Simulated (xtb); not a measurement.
C2H3O (SMILES [CH2]C=O), doublet, from a rough starting geometry; GFN2-xTB (xtb).

Input for xtb:
```
$ xtb mol.xyz --gfn 2 --uhf 1 --opt vtight --json

# file mol.xyz
6

O      1.75187771     0.27403307     0.04915722
C      0.58201601     0.41842423     0.03585545
H      0.06299058     1.36496619     0.02498187
C     -0.31783735    -0.75149307     0.04810263
H     -1.01563698    -0.67530376     0.87607526
H     -1.00274775    -0.73369456    -0.88301277
```

Problem. What does xtb print? Leave out banner, timings and long lists.

Solution. 
```
   ID    Z sym.   atoms
    1    8 O      1
    2    6 C      2, 4
    3    1 H      3, 5, 6

           -------------------------------------------------
          |                Calculation Setup                |
           -------------------------------------------------

           -------------------------------------------------
          |                 G F N 2 - x T B                 |
           -------------------------------------------------

          ...................................................
          :                      SETUP                      :
          :.................................................:
          :  # basis functions                  15          :
          :  # atomic orbitals                  15          :
          :  # shells                            9          :
          :  # electrons                        17          :
          :  max. iterations                   250          :
          :  Hamiltonian                  GFN2-xTB          :
          :  restarted?                      false          :
          :  GBSA solvation                  false          :
          :  PC potential                    false          :
          :  electronic temp.          300.0000000     K    :
          :  accuracy                    1.0000000          :
          :  -> integral cutoff          0.2500000E+02      :
          :  -> integral neglect         0.1000000E-07      :
          :  -> SCF convergence          0.1000000E-05 Eh   :
          :  -> wf. convergence          0.1000000E-03 e    :
          :  Broyden damping             0.4000000          :
          :  net charge                          0          :
          :  unpaired electrons                  1          :
          ...................................................

 iter      E             dE          RMSdq      gap      omega  full diag
   1     -9.8129253 -0.981293E+01  0.609E+00    3.71       0.0  T
   2     -9.8396404 -0.267151E-01  0.322E+00    2.73       1.0  T
   3     -9.8410264 -0.138600E-02  0.194E+00    3.08       1.0  T
   4     -9.8447332 -0.370684E-02  0.160E-01    2.77       1.0  T
   5     -9.8447690 -0.357834E-04  0.849E-02    2.82       1.0  T
   6     -9.8447746 -0.559742E-05  0.329E-02    2.80       1.2  T
   7     -9.8447772 -0.258959E-05  0.499E-03    2.80       8.2  T
   8     -9.8447771  0.326525E-07  0.467E-03    2.80       8.7  T
   9     -9.8447772 -0.853300E-07  0.690E-04    2.80      59.1  T
[...]
 * total energy  :    -9.7703930 Eh     change       -0.1039040E-03 Eh
 * total energy  :    -9.7703980 Eh     change       -0.4961519E-05 Eh
 * total energy  :    -9.7704041 Eh     change       -0.6115987E-05 Eh
 * total energy  :    -9.7704056 Eh     change       -0.1520126E-05 Eh
 * total energy  :    -9.7704079 Eh     change       -0.2287132E-05 Eh
 * total energy  :    -9.7704085 Eh     change       -0.6195227E-06 Eh
 * total energy  :    -9.7704105 Eh     change       -0.2045925E-05 Eh
 * total energy  :    -9.7704101 Eh     change        0.4262033E-06 Eh
 * total energy  :    -9.7704128 Eh     change       -0.2644957E-05 Eh
 * total energy  :    -9.7704131 Eh     change       -0.3175570E-06 Eh
 * total energy  :    -9.7704134 Eh     change       -0.3175242E-06 Eh
 * total energy  :    -9.7704134 Eh     change       -0.1201461E-07 Eh
   *** GEOMETRY OPTIMIZATION CONVERGED AFTER 27 ITERATIONS ***
         :: total energy              -9.770413406117 Eh    ::
[...]
                  HL-Gap            0.1786323 Eh            4.8608 eV
             Fermi-level           -0.3621840 Eh           -9.8555 eV

     #   Z          covCN         q      C6AA      α(0)
     1   8 O        0.857    -0.328    20.295     6.040
     2   6 C        2.758     0.197    23.794     7.988
     3   1 H        0.922     0.024     2.672     2.556
     4   6 C        2.834    -0.069    29.711     8.932
     5   1 H        0.926     0.080     1.983     2.202
     6   1 H        0.926     0.096     1.820     2.110

 Mol. C6AA /au·bohr⁶  :        367.352470
 Mol. C8AA /au·bohr⁸  :       8243.021393
 Mol. α(0) /au        :         29.828401

Wiberg/Mayer (AO) data.
largest (>0.10) Wiberg bond orders for each atom

 ---------------------------------------------------------------------------
     #   Z sym  total        # sym  WBO       # sym  WBO       # sym  WBO
 ---------------------------------------------------------------------------
     1   8 O    1.983 --     2 C    1.705     4 C    0.222
     2   6 C    3.949 --     1 O    1.705     4 C    1.308     3 H    0.934
     3   1 H    0.997 --     2 C    0.934
     4   6 C    3.488 --     2 C    1.308     5 H    0.981     6 H    0.973
                             1 O    0.222
     5   1 H    0.994 --     4 C    0.981
     6   1 H    0.991 --     4 C    0.973
 ---------------------------------------------------------------------------

Topologies differ in total number of bonds
Writing topology from bond orders to xtbtopo.mol

molecular dipole:
                 x           y           z       tot (Debye)
 q only:       -0.996      -0.218       0.367
   full:       -1.196      -0.204       0.477       3.313
molecular quadrupole (traceless):
                xx          xy          yy          xz          yz          zz
 q only:       -2.497      -0.206       1.905       1.390       0.820       0.592
  q+dip:       -3.458      -0.156       2.919       1.579       1.822       0.539
   full:       -3.710      -0.565       2.584       2.223       0.849       1.126

optimized geometry written to: xtbopt.xyz

           -------------------------------------------------
          | TOTAL ENERGY               -9.770413406117 Eh   |
          | GRADIENT NORM               0.000022665878 Eh/α |
          | HOMO-LUMO GAP               4.860832529028 eV   |
           -------------------------------------------------

normal termination of xtb
```
